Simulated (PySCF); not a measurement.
Working out the ionisation energy of Rh⁺

Rh⁺ [Kr] 4d8 (3F) → Rh²⁺ [Kr] 4d7 (4F). Calculation: PySCF 2.14, in x2c-TZVPall (8s6p6d1f, 63 functions); the spin-free X2C one-electron Hamiltonian (Gaussian nucleus). Frozen: [Kr]. Energies in hartree (1 hartree = 27.21139 eV):

```
             part   Rh⁺ (lower)  Rh²⁺ (upper)
              UHF  -4780.955317  -4780.361362
MP2 opposite-spin     -0.103015     -0.066642
    MP2 same-spin     -0.062106     -0.051756
```

Question: What does Hartree-Fock give?

Answer: (-4780.361362) − (-4780.955317) = 0.593955 hartree = 16.162 eV.

Question: What do MP2 and SCS-MP2 (6/5 opposite-spin, 1/3 same-spin) give?

Answer: The opposite-spin parts differ by 0.990 eV and the same-spin parts by 0.282 eV. MP2: 16.162 + (0.990) + (0.282) = 17.434 eV. SCS-MP2: 16.162 + 1.2 × (0.990) + (0.282)/3 = 17.444 eV.

Reference: 18.08 eV (semi-empirical (NIST evaluation); NIST Atomic Spectra Database, ionization energies), between the lowest levels; spin-orbit coupling is absent from the calculation.

What remains against the reference includes basis incompleteness, the frozen core and correlation beyond second order.
